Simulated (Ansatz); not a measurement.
Relaxation of CrPb12 with RKS PBE-D4/def2-SVP.

```sh
$ ansatz run in.yaml --threads 2 --pin off --events-out ev --progress --plain --max-ram 22528MiB --backend cuda --devices 0, --max-vram 18GiB
```

```yaml
crystal:
  periodic: [false, false, false]
  atoms:
    - {symbol: Cr, position_ang: [0.023700, -2.169300, -1.158510]}
    - {symbol: Pb, position_ang: [0.556960, 3.194640, -0.587550]}
    - {symbol: Pb, position_ang: [2.125020, -1.681150, 0.749410]}
    - {symbol: Pb, position_ang: [-1.095010, -2.666540, 1.334170]}
    - {symbol: Pb, position_ang: [2.399220, 1.411190, 1.491340]}
    - {symbol: Pb, position_ang: [2.313640, 0.679230, -1.672200]}
    - {symbol: Pb, position_ang: [-0.650010, 2.388850, 2.282110]}
    - {symbol: Pb, position_ang: [-0.238470, 0.251730, 0.096670]}
    - {symbol: Pb, position_ang: [0.539570, -1.167090, -3.594890]}
    - {symbol: Pb, position_ang: [-0.968690, 1.337900, -2.709760]}
    - {symbol: Pb, position_ang: [-2.756630, -0.053900, 1.810750]}
    - {symbol: Pb, position_ang: [-2.632760, -1.022110, -1.251590]}
    - {symbol: Pb, position_ang: [0.383460, -0.503440, 3.210050]}
basis:
  gaussian: {orbitals: def2-SVP}
hamiltonian: {xc: pbe, dispersion: d4}
scf: {lower_state_search: "off"}
output: {orbitals: {seedname: orbitals}}
relax: {f_tol: 0.03, max_steps: 70}
```

Hardware: 2 threads of AMD EPYC 7R13 on a shared host and a share (18 GiB) of an NVIDIA H100 80GB HBM3. Wall time 2.4 min, peak host memory 1.1 GiB.

Positions (Å) and forces (eV/Å) at steps 1, 2, 3, 4, 5, 6, 7, 8, 9, 10, 11, 12, 13, 14, 15, 16, 17, 18, 19, 20, 21, 22 of 30:

```xyz
13
step=1 energy=-91417.6812 eV
Cr    0.024   -2.169   -1.159    0.120    1.278   -0.613
Pb    0.557    3.195   -0.588    0.122    0.614    0.124
Pb    2.125   -1.681    0.749    0.562   -0.790   -0.171
Pb   -1.095   -2.667    1.334   -0.305   -0.791    0.108
Pb    2.399    1.411    1.491    0.523    0.447    0.420
Pb    2.314    0.679   -1.672    0.674   -0.290   -0.607
Pb   -0.650    2.389    2.282   -0.166    0.368    0.308
Pb   -0.238    0.252    0.097   -0.335    0.172   -0.074
Pb    0.540   -1.167   -3.595   -0.050   -0.556    0.168
Pb   -0.969    1.338   -2.710   -0.266    0.035   -0.481
Pb   -2.757   -0.054    1.811   -0.633    0.180    0.487
Pb   -2.633   -1.022   -1.252   -0.371   -0.720   -0.441
Pb    0.383   -0.503    3.210    0.125    0.053    0.770
13
step=2 energy=-91418.4023 eV
Cr    0.029   -1.978   -1.195   -0.294    0.500   -0.041
Pb    0.596    3.272   -0.569    0.097    0.193    0.096
Pb    2.204   -1.779    0.725    0.009   -0.052   -0.062
Pb   -1.140   -2.760    1.320    0.102    0.033   -0.178
Pb    2.470    1.469    1.550    0.087   -0.032    0.096
Pb    2.416    0.637   -1.758    0.173   -0.203   -0.066
Pb   -0.673    2.450    2.351    0.020    0.046    0.105
Pb   -0.286    0.308    0.115   -0.079    0.262    0.261
Pb    0.546   -1.243   -3.643    0.030   -0.175    0.029
Pb   -0.999    1.314   -2.784   -0.116   -0.094   -0.339
Pb   -2.852   -0.048    1.888   -0.166   -0.076    0.088
Pb   -2.713   -1.148   -1.310    0.053   -0.394   -0.082
Pb    0.402   -0.495    3.311    0.084   -0.007    0.092
13
step=3 energy=-91418.5726 eV
Cr   -0.029   -1.798   -1.223   -0.241   -0.081    0.080
Pb    0.638    3.312   -0.541    0.053   -0.223   -0.027
Pb    2.179   -1.777    0.691   -0.056    0.053   -0.036
Pb   -1.093   -2.731    1.267    0.051    0.240   -0.216
Pb    2.505    1.459    1.594    0.051    0.048   -0.046
Pb    2.458    0.575   -1.771   -0.346   -0.017    0.141
Pb   -0.659    2.475    2.442   -0.006    0.015    0.014
Pb   -0.348    0.413    0.162   -0.084    0.271   -0.158
Pb    0.596   -1.323   -3.695   -0.044    0.061    0.086
Pb   -1.010    1.239   -2.896    0.179   -0.185    0.189
Pb   -2.907   -0.081    1.941    0.047   -0.159   -0.108
Pb   -2.761   -1.267   -1.328    0.341    0.047    0.060
Pb    0.432   -0.495    3.359    0.057   -0.071    0.022
13
step=4 energy=-91418.6333 eV
Cr   -0.059   -1.757   -1.221    0.029   -0.054    0.169
Pb    0.670    3.306   -0.532    0.029   -0.069   -0.007
Pb    2.162   -1.759    0.676   -0.063    0.056    0.058
Pb   -1.068   -2.690    1.210    0.076    0.119    0.049
Pb    2.526    1.479    1.604   -0.039    0.021    0.043
Pb    2.388    0.543   -1.753   -0.159    0.036    0.047
Pb   -0.663    2.482    2.480    0.045   -0.122    0.003
Pb   -0.385    0.478    0.172   -0.001    0.031   -0.084
Pb    0.576   -1.375   -3.693   -0.004   -0.026   -0.077
Pb   -0.967    1.201   -2.901    0.099    0.007    0.067
Pb   -2.917   -0.126    1.938    0.094   -0.055   -0.012
Pb   -2.720   -1.280   -1.346   -0.131    0.044   -0.117
Pb    0.458   -0.501    3.367    0.023    0.011   -0.139
13
step=5 energy=-91418.6688 eV
Cr   -0.085   -1.745   -1.199    0.054    0.038    0.002
Pb    0.688    3.307   -0.515    0.065    0.004   -0.018
Pb    2.150   -1.728    0.683    0.049    0.024   -0.003
Pb   -1.038   -2.659    1.206   -0.027   -0.021    0.040
Pb    2.531    1.508    1.621   -0.047   -0.006   -0.036
Pb    2.321    0.533   -1.739   -0.098    0.016    0.082
Pb   -0.657    2.448    2.506   -0.011    0.005    0.068
Pb   -0.409    0.512    0.159   -0.033   -0.053   -0.107
Pb    0.550   -1.437   -3.691    0.021   -0.097   -0.003
Pb   -0.905    1.194   -2.912   -0.026    0.108   -0.071
Pb   -2.903   -0.168    1.931    0.015    0.018   -0.015
Pb   -2.733   -1.260   -1.398   -0.035    0.002   -0.035
Pb    0.491   -0.504    3.346    0.074   -0.039    0.096
13
step=6 energy=-91418.6876 eV
Cr   -0.105   -1.724   -1.174   -0.013    0.052   -0.117
Pb    0.710    3.317   -0.499    0.025    0.030   -0.010
Pb    2.155   -1.695    0.690    0.072   -0.024    0.018
Pb   -1.013   -2.629    1.211   -0.023   -0.110    0.065
Pb    2.519    1.532    1.629   -0.093   -0.045   -0.017
Pb    2.225    0.524   -1.714    0.149    0.031   -0.014
Pb   -0.647    2.406    2.559   -0.011   -0.019    0.070
Pb   -0.448    0.551    0.134   -0.125    0.010   -0.015
Pb    0.527   -1.531   -3.680   -0.023   -0.088    0.035
Pb   -0.849    1.208   -2.968   -0.080    0.061   -0.038
Pb   -2.889   -0.197    1.918    0.036    0.094    0.032
Pb   -2.736   -1.236   -1.465    0.071   -0.013   -0.029
Pb    0.550   -0.526    3.359    0.015    0.021    0.020
13
step=7 energy=-91418.7030 eV
Cr   -0.105   -1.713   -1.158   -0.045    0.024   -0.051
Pb    0.715    3.326   -0.497    0.014    0.000   -0.020
Pb    2.167   -1.690    0.692    0.042    0.001    0.005
Pb   -1.006   -2.639    1.225    0.014   -0.045    0.009
Pb    2.489    1.526    1.625   -0.085   -0.045   -0.037
Pb    2.219    0.531   -1.714    0.077    0.017    0.023
Pb   -0.644    2.391    2.592    0.006   -0.036    0.038
Pb   -0.476    0.574    0.117   -0.062    0.046   -0.007
Pb    0.506   -1.574   -3.666   -0.013   -0.033    0.008
Pb   -0.835    1.223   -2.996   -0.024   -0.002    0.032
Pb   -2.873   -0.194    1.919    0.034    0.073    0.063
Pb   -2.721   -1.224   -1.495    0.054   -0.025   -0.063
Pb    0.565   -0.537    3.359   -0.011    0.026    0.000
13
step=8 energy=-91418.7265 eV
Cr   -0.122   -1.663   -1.115   -0.078    0.015    0.065
Pb    0.739    3.351   -0.501   -0.037    0.000   -0.079
Pb    2.199   -1.666    0.694   -0.011   -0.062   -0.035
Pb   -0.967   -2.645    1.248    0.055   -0.027   -0.028
Pb    2.383    1.507    1.600    0.201    0.101    0.058
Pb    2.179    0.537   -1.693   -0.022   -0.035    0.019
Pb   -0.624    2.339    2.708   -0.029   -0.028   -0.018
Pb   -0.582    0.668    0.067    0.004    0.133   -0.022
Pb    0.446   -1.717   -3.628    0.006    0.049   -0.028
Pb   -0.771    1.252   -3.063    0.016   -0.076    0.087
Pb   -2.815   -0.186    1.947    0.056    0.000    0.169
Pb   -2.681   -1.207   -1.627   -0.018   -0.055   -0.188
Pb    0.617   -0.572    3.363   -0.142   -0.016    0.002
13
step=9 energy=-91418.7941 eV
Cr   -0.170   -1.590   -1.055   -0.103    0.139    0.107
Pb    0.780    3.386   -0.520   -0.055   -0.003   -0.118
Pb    2.218   -1.649    0.694    0.046   -0.130   -0.052
Pb   -0.912   -2.691    1.267   -0.012   -0.223    0.038
Pb    2.321    1.517    1.593    0.319    0.201    0.123
Pb    2.125    0.529   -1.658   -0.077   -0.053   -0.018
Pb   -0.605    2.303    2.820   -0.034   -0.039   -0.123
Pb   -0.699    0.799    0.016    0.009    0.248   -0.046
Pb    0.378   -1.861   -3.572    0.043    0.100   -0.030
Pb   -0.706    1.277   -3.133    0.026   -0.149    0.161
Pb   -2.732   -0.215    2.001    0.134   -0.044    0.254
Pb   -2.649   -1.199   -1.819   -0.051   -0.034   -0.279
Pb    0.650   -0.604    3.364   -0.244   -0.012   -0.016
13
step=10 energy=-91418.8939 eV
Cr   -0.226   -1.522   -0.990   -0.095    0.307    0.151
Pb    0.816    3.417   -0.538   -0.030    0.001   -0.131
Pb    2.233   -1.649    0.688   -0.017   -0.202   -0.040
Pb   -0.883   -2.762    1.285   -0.020   -0.115    0.066
Pb    2.293    1.534    1.590    0.343    0.242    0.102
Pb    2.074    0.522   -1.629   -0.032   -0.040   -0.061
Pb   -0.585    2.290    2.885   -0.051   -0.021   -0.212
Pb   -0.793    0.916   -0.016   -0.057    0.156   -0.025
Pb    0.334   -1.953   -3.504    0.104    0.134   -0.010
Pb   -0.659    1.293   -3.176   -0.005   -0.183    0.175
Pb   -2.652   -0.252    2.065    0.236   -0.146    0.214
Pb   -2.622   -1.208   -2.012   -0.015   -0.011   -0.109
Pb    0.669   -0.626    3.352   -0.361   -0.121   -0.120
13
step=11 energy=-91419.1645 eV
Cr   -0.308   -1.396   -0.877   -0.305    0.396    0.407
Pb    0.872    3.460   -0.596    0.054   -0.009   -0.070
Pb    2.237   -1.703    0.668    0.075   -0.203   -0.068
Pb   -0.871   -2.936    1.284   -0.041   -0.048   -0.044
Pb    2.338    1.581    1.595    0.046    0.110   -0.036
Pb    2.045    0.512   -1.604    0.185    0.092   -0.092
Pb   -0.577    2.320    2.856   -0.033   -0.030   -0.236
Pb   -0.892    1.081   -0.038   -0.091   -0.072    0.050
Pb    0.349   -1.975   -3.373    0.127    0.158    0.154
Pb   -0.641    1.280   -3.185    0.035   -0.056    0.006
Pb   -2.535   -0.363    2.153    0.232   -0.127   -0.020
Pb   -2.625   -1.204   -2.163    0.011   -0.069    0.218
Pb    0.607   -0.658    3.279   -0.296   -0.143   -0.267
13
step=12 energy=-91419.4026 eV
Cr   -0.369   -1.271   -0.745   -0.344   -0.065    0.570
Pb    0.916    3.493   -0.652    0.059    0.000   -0.050
Pb    2.266   -1.778    0.623   -0.221   -0.020   -0.125
Pb   -0.884   -3.095    1.275    0.112    0.355   -0.384
Pb    2.364    1.604    1.578    0.017   -0.022   -0.067
Pb    2.076    0.527   -1.602    0.278    0.146   -0.080
Pb   -0.587    2.344    2.785   -0.022    0.025   -0.027
Pb   -0.958    1.209   -0.050   -0.138   -0.242   -0.011
Pb    0.389   -1.936   -3.211    0.127    0.117    0.289
Pb   -0.630    1.261   -3.183    0.117    0.040   -0.079
Pb   -2.461   -0.453    2.176   -0.084   -0.064   -0.240
Pb   -2.646   -1.204   -2.155    0.016   -0.107    0.427
Pb    0.523   -0.700    3.162    0.082   -0.164   -0.223
13
step=13 energy=-91419.6127 eV
Cr   -0.416   -1.182   -0.636   -0.256   -0.343    0.486
Pb    0.935    3.510   -0.694    0.058   -0.072   -0.006
Pb    2.257   -1.825    0.549   -0.239    0.092   -0.144
Pb   -0.898   -3.164    1.230    0.078    0.462   -0.455
Pb    2.396    1.610    1.554   -0.228   -0.174   -0.138
Pb    2.142    0.565   -1.612    0.229    0.240   -0.039
Pb   -0.595    2.338    2.741    0.086    0.035    0.143
Pb   -1.007    1.280   -0.058   -0.101   -0.157   -0.068
Pb    0.462   -1.893   -3.040    0.063   -0.004    0.189
Pb   -0.602    1.230   -3.181    0.165    0.043    0.012
Pb   -2.475   -0.503    2.134   -0.146   -0.003   -0.275
Pb   -2.688   -1.219   -2.032    0.072   -0.130    0.396
Pb    0.489   -0.749    3.046    0.218    0.011   -0.102
13
step=14 energy=-91419.8405 eV
Cr   -0.450   -1.101   -0.530   -0.045   -0.218    0.034
Pb    0.952    3.520   -0.731   -0.017   -0.062   -0.034
Pb    2.227   -1.844    0.440    0.082   -0.071   -0.093
Pb   -0.927   -3.154    1.135   -0.115    0.117   -0.235
Pb    2.357    1.570    1.501   -0.011   -0.021    0.058
Pb    2.225    0.642   -1.636    0.121    0.226   -0.188
Pb   -0.580    2.313    2.771    0.045   -0.005    0.114
Pb   -1.070    1.352   -0.066   -0.100    0.068   -0.012
Pb    0.544   -1.893   -2.858   -0.021   -0.067   -0.004
Pb   -0.546    1.191   -3.160    0.124   -0.016    0.104
Pb   -2.516   -0.509    2.058   -0.093    0.038   -0.077
Pb   -2.710   -1.292   -1.870    0.055   -0.118    0.241
Pb    0.494   -0.795    2.945   -0.026    0.128    0.093
13
step=15 energy=-91419.9379 eV
Cr   -0.391   -1.069   -0.499    0.045   -0.119   -0.041
Pb    0.976    3.521   -0.793   -0.028   -0.042   -0.035
Pb    2.229   -1.844    0.394    0.043    0.050   -0.040
Pb   -1.010   -3.154    1.054    0.029    0.084   -0.103
Pb    2.328    1.557    1.482    0.010   -0.089    0.025
Pb    2.303    0.706   -1.709    0.051    0.026   -0.068
Pb   -0.591    2.298    2.829    0.022   -0.011    0.068
Pb   -1.060    1.388   -0.034   -0.068    0.003   -0.023
Pb    0.539   -1.889   -2.850    0.067   -0.002    0.053
Pb   -0.511    1.183   -3.116    0.058    0.044    0.016
Pb   -2.565   -0.509    2.009   -0.152    0.083    0.077
Pb   -2.691   -1.396   -1.700   -0.078   -0.057    0.075
Pb    0.442   -0.792    2.934    0.001    0.031   -0.006
13
step=16 energy=-91419.9549 eV
Cr   -0.359   -1.053   -0.511   -0.031    0.073    0.032
Pb    0.963    3.492   -0.834   -0.017    0.014   -0.024
Pb    2.245   -1.821    0.334    0.149   -0.012    0.047
Pb   -1.070   -3.126    0.988    0.042   -0.067    0.083
Pb    2.316    1.515    1.463    0.004   -0.051    0.002
Pb    2.382    0.762   -1.773    0.019   -0.057   -0.030
Pb   -0.580    2.280    2.873   -0.028   -0.028   -0.035
Pb   -1.091    1.393   -0.013   -0.074   -0.078    0.011
Pb    0.660   -1.887   -2.828   -0.136    0.067    0.012
Pb   -0.470    1.166   -3.092    0.003    0.026   -0.007
Pb   -2.642   -0.478    2.031    0.001    0.066    0.011
Pb   -2.747   -1.444   -1.532    0.084    0.058   -0.110
Pb    0.394   -0.800    2.894   -0.017   -0.010    0.006
13
step=17 energy=-91419.9716 eV
Cr   -0.340   -0.991   -0.464    0.261   -0.646   -0.105
Pb    0.935    3.448   -0.799    0.001   -0.043    0.047
Pb    2.279   -1.837    0.345    0.016    0.032    0.051
Pb   -1.025   -3.110    1.030    0.009    0.069   -0.039
Pb    2.340    1.434    1.456   -0.032   -0.054   -0.046
Pb    2.388    0.739   -1.791   -0.023    0.004   -0.027
Pb   -0.582    2.279    2.806    0.029   -0.031   -0.045
Pb   -1.190    1.357   -0.058   -0.274    0.585    0.100
Pb    0.607   -1.855   -2.820   -0.045    0.033    0.052
Pb   -0.476    1.227   -3.085    0.024    0.025   -0.168
Pb   -2.636   -0.441    2.044   -0.075   -0.052    0.089
Pb   -2.690   -1.447   -1.594    0.124    0.086    0.077
Pb    0.391   -0.804    2.931   -0.015   -0.009    0.013
13
step=18 energy=-91420.0419 eV
Cr   -0.281   -0.964   -0.432    0.530   -0.308    0.143
Pb    0.907    3.397   -0.785    0.023   -0.073    0.083
Pb    2.330   -1.839    0.369   -0.131    0.072    0.005
Pb   -0.992   -3.090    1.047   -0.002    0.060   -0.106
Pb    2.327    1.361    1.433    0.035   -0.074   -0.054
Pb    2.404    0.723   -1.833   -0.065   -0.009    0.022
Pb   -0.589    2.257    2.763    0.052   -0.038   -0.058
Pb   -1.299    1.359   -0.090   -0.367    0.421   -0.033
Pb    0.564   -1.838   -2.825    0.057   -0.034    0.070
Pb   -0.458    1.266   -3.111   -0.050   -0.005   -0.111
Pb   -2.658   -0.436    2.076    0.006   -0.057   -0.006
Pb   -2.632   -1.382   -1.583   -0.049    0.066    0.088
Pb    0.378   -0.814    2.972   -0.039   -0.022   -0.042
13
step=19 energy=-91420.2144 eV
Cr   -0.217   -0.882   -0.373    0.663   -0.120    0.181
Pb    0.871    3.321   -0.732    0.005   -0.189    0.185
Pb    2.364   -1.845    0.384   -0.005   -0.026    0.023
Pb   -0.965   -3.061    1.022    0.019   -0.018   -0.107
Pb    2.361    1.263    1.416    0.039    0.010   -0.020
Pb    2.415    0.718   -1.867   -0.068   -0.019    0.082
Pb   -0.567    2.235    2.674    0.160   -0.069   -0.179
Pb   -1.482    1.381   -0.154   -0.590    0.535   -0.165
Pb    0.560   -1.827   -2.780    0.075   -0.068    0.063
Pb   -0.461    1.299   -3.129   -0.086   -0.070    0.012
Pb   -2.664   -0.422    2.089   -0.069   -0.043   -0.033
Pb   -2.576   -1.349   -1.547   -0.193    0.088    0.015
Pb    0.360   -0.832    2.998    0.051   -0.011   -0.057
13
step=20 energy=-91420.4669 eV
Cr   -0.172   -0.807   -0.328    0.437    0.019    0.106
Pb    0.844    3.247   -0.673   -0.031   -0.233    0.234
Pb    2.394   -1.858    0.397    0.033   -0.036    0.026
Pb   -0.937   -3.041    0.993    0.041   -0.003   -0.085
Pb    2.410    1.212    1.418    0.018    0.031   -0.010
Pb    2.417    0.711   -1.868    0.011   -0.067    0.116
Pb   -0.531    2.208    2.588    0.173   -0.108   -0.279
Pb   -1.662    1.431   -0.218   -0.685    0.555   -0.157
Pb    0.566   -1.831   -2.739    0.075   -0.036    0.119
Pb   -0.474    1.306   -3.127   -0.045   -0.116    0.055
Pb   -2.671   -0.413    2.086    0.044   -0.050   -0.069
Pb   -2.554   -1.321   -1.533   -0.177    0.078    0.013
Pb    0.369   -0.843    3.004    0.108   -0.034   -0.069
13
step=21 energy=-91420.7199 eV
Cr   -0.152   -0.736   -0.294    0.222   -0.039   -0.015
Pb    0.817    3.173   -0.617   -0.033   -0.139    0.143
Pb    2.415   -1.868    0.406    0.053   -0.021    0.038
Pb   -0.908   -3.021    0.969    0.053   -0.015   -0.087
Pb    2.453    1.179    1.424    0.021    0.012   -0.013
Pb    2.431    0.697   -1.858    0.077   -0.077    0.100
Pb   -0.499    2.176    2.503    0.100   -0.054   -0.179
Pb   -1.841    1.497   -0.274   -0.660    0.610   -0.124
Pb    0.575   -1.835   -2.695    0.066   -0.034    0.131
Pb   -0.478    1.301   -3.117    0.021   -0.150    0.052
Pb   -2.656   -0.409    2.078    0.061   -0.099   -0.041
Pb   -2.549   -1.296   -1.531   -0.136    0.073    0.024
Pb    0.392   -0.857    3.006    0.156   -0.068   -0.028
13
step=22 energy=-91420.9339 eV
Cr   -0.151   -0.695   -0.283    0.076   -0.142   -0.063
Pb    0.801    3.134   -0.586   -0.101   -0.228    0.107
Pb    2.432   -1.875    0.415   -0.015    0.055    0.033
Pb   -0.884   -3.021    0.943    0.089    0.029   -0.129
Pb    2.468    1.172    1.425   -0.001    0.015   -0.010
Pb    2.458    0.676   -1.836    0.069   -0.038    0.101
Pb   -0.481    2.158    2.453    0.047   -0.131   -0.250
Pb   -1.997    1.601   -0.312   -0.488    0.511   -0.045
Pb    0.588   -1.849   -2.659    0.037   -0.075    0.165
Pb   -0.467    1.267   -3.098    0.045   -0.084    0.102
Pb   -2.631   -0.427    2.065    0.136   -0.027   -0.077
Pb   -2.570   -1.265   -1.528   -0.015    0.150    0.105
Pb    0.433   -0.876    3.001    0.122   -0.034   -0.039
```

In the def2 sets Pb takes a core potential; there is no spin–orbit coupling. The restricted singlet is unstable: a solution with broken spin symmetry lies lower. The structure comes from a short search, and lower isomers may exist.
